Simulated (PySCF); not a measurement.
Exercise with solution: oscillator strength and radiative lifetime

B(H)(SeH)2 (BH3Se2), SMILES [SeH]B[SeH].

Coordinates come from a B3LYP-D3(BJ)/def2-SVP optimisation. The structure was generated by enumeration, and PubChem lists no compound with its InChIKey, so it may never have been made. Other conformers were not sampled.

TDA-B3LYP/def2-SVPD (PySCF) puts the first singlet state with f over 0.02 at 5.09 eV (vertical), with the transition dipole (0.000, -1.629, 0.000) in atomic units.

Problem. Find the oscillator strength, the wavelength and the radiative lifetime that this transition would have in vacuum if emission retraced absorption.

Solution. 
|μ|² = 2.6536 au, so |μ| = 4.14 D. ΔE = 5.09/27.211 = 0.1871 hartree. f = (2/3) ΔE |μ|² = 0.331 (the program prints 0.331).
λ = 1239.84/5.09 = 244 nm; ν = 41054 cm⁻¹.
Einstein's coefficient A = 0.6670 ν² f s⁻¹ (ν in cm⁻¹) = 3.7e8 s⁻¹, so τ = 1/A = 2.7 ns. This state is S2; the lower singlet has f = 0.000. The figure is the radiative limit of this one transition; relaxation, internal conversion, crossing to triplets and a medium change what is measured.
